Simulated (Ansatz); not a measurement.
```yaml
crystal:
  periodic: [false, false, false]
  atoms:
    - {symbol: Cu, position_ang: [-0.715903, 1.186354, -0.456237]}
    - {symbol: Cu, position_ang: [0.715959, -1.185437, 0.456229]}
    - {symbol: F, position_ang: [-0.232573, 0.315251, 1.185758]}
    - {symbol: F, position_ang: [0.232517, -0.316167, -1.185739]}
basis:
  gaussian: {orbitals: "6-31G*"}
total_charge: 1
magnetization: {spin_polarized: true, initial_magnetization: 1}
hamiltonian: {xc: {name: r2SCANh}}
scf: {omitted_lower_state_checks: [starts]}
```

```sh
$ ansatz run in.yaml --threads 4 --pin off --events-out ev --progress --plain --max-ram 3916MiB
```

Shortened log:

```
Functional definition: r2SCANh
  name "r2SCANh"
  cite "Bursch, Neugebauer, Ehlert & Grimme, J. Chem. Phys. 156, 134105 (2022) doi:10.1063/5.0086040"
  cite "Furness, Kaplan, Ning, Perdew & Sun, J. Phys. Chem. Lett. 11, 8208 (2020) doi:10.1021/acs.jpclett.0c02405"
  cite "Furness, Kaplan, Ning, Perdew & Sun, J. Phys. Chem. Lett. 11, 9248 (2020) doi:10.1021/acs.jpclett.0c03077"
  parent r2scan
  parameter a = 0.1
  parameter k0 = 0.174
  parameter k1 = 0.065
  parameter a1 = 4.9479
  exchange = (1 - a)*r2scan_x(k0 = k0, k1 = k1, a1 = a1) + a*exact_x
  correlation = r2scan_c
these checks for a lower state are left out or cut short: starts
904 factors; integrals over basis functions are off by at most 7.7e-4 eV
mean field evaluation 1: about -94673.4953 eV, gradient 7.9e1 eV
mean field evaluation 2: about -94542.8982 eV, gradient 2.4e2 eV
mean field evaluation 4: about -94681.5414 eV, gradient 4.8e1 eV
mean field evaluation 8: about -94687.9356 eV, gradient 2.0e0 eV
mean field evaluation 16: about -94687.9951 eV, gradient 9.9e-2 eV
mean field -94687.99509324 eV, -3479.7196378484 hartree, gradient 3.0e-5 eV, S^2 0.755599; 0 other end points of the search recorded, 0 dependent functions left out
reference -94687.99512227 eV, -3479.7196389152 hartree; 38, 37 occupied and 64, 65 virtual orbitals, 904 factors
Total energy: -94687.99512227 eV, -3479.7196389152 hartree
Checks for a lower state left out: starts
```

Run time 6.5 s (4 threads of Arm Neoverse V2 on a shared host).

The 6-31G sets use Cartesian d functions.
